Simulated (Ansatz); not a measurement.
`C[SiH2]O[SiH2]Cl` + H–F → `F[SiH2]Cl` + `C[SiH2]O` at 400 K and 1 bar (ligand exchange at the Si–O bond).

Isolated molecules relaxed with PBE0-D4/def2-TZVP in Ansatz; ΔE leaves out vibrations. CCSD(T)/CBS is the MP2 limit (def2-TZVPP, def2-QZVPP) plus CCSD(T) − MP2 in def2-TZVPP, frozen cores. This one scheme is used for every species. Each species was taken in one conformer, which may not be the lowest.

```
           species  CCSD(T)/CBS energy (Eh)  H − E (kJ/mol)  S (J/(mol·K))
`C[SiH2]O[SiH2]Cl`              -1155.53126           243.6          436.0
               H–F               -100.39570            36.5          182.2
       `F[SiH2]Cl`               -849.96195            76.1          299.2
        `C[SiH2]O`               -405.96945           203.1          323.7
```

H − E and S are ideal-gas, rigid-rotor, harmonic terms from PBE0-D4/def2-TZVP, for one conformer and one mirror image of each species. 1 Eh = 2625.50 kJ/mol, R = 8.31446 J/(mol·K).

Q: By hand: ΔE, ΔH, ΔS and ΔG.

A: ΔE = (-849.96195) + (-405.96945) − (-1155.53126) − (-100.39570) = -0.00444 Eh = -11.7 kJ/mol. Δ(H − E) = 76.1 + 203.1 − 243.6 − 36.5 = -0.9, so ΔH = -12.6 kJ/mol. ΔS = 299.2 + 323.7 − 436.0 − 182.2 = 4.7 J/(mol·K). ΔG = -12.6 − 400 × (4.7)/1000 = -14.5 kJ/mol.

Q: By hand: the equilibrium constant, and the temperature at which ΔG would vanish if ΔH and ΔS stayed fixed.

A: log₁₀ K = −ΔG/(RT ln 10) = 1.9. ΔH and −TΔS have one sign here, so there is no such temperature. One of them is within its doubt of zero, so this could turn.

The number of gas molecules stays the same, so ΔS is small and ΔH decides. A doubt of 5 kJ/mol in ΔE shifts log₁₀ K by 0.7 here. Other conformers and mirror images would add mixing entropy, several J/(mol·K) or more a flexible species. Modes under 60 cm⁻¹, often nearly free rotors, make the harmonic entropy too high. These are equilibria of isolated gas molecules and say nothing of rates. Largest T1 diagnostic: 0.010 (customary marks: 0.02 for closed shells, 0.045 for open ones).
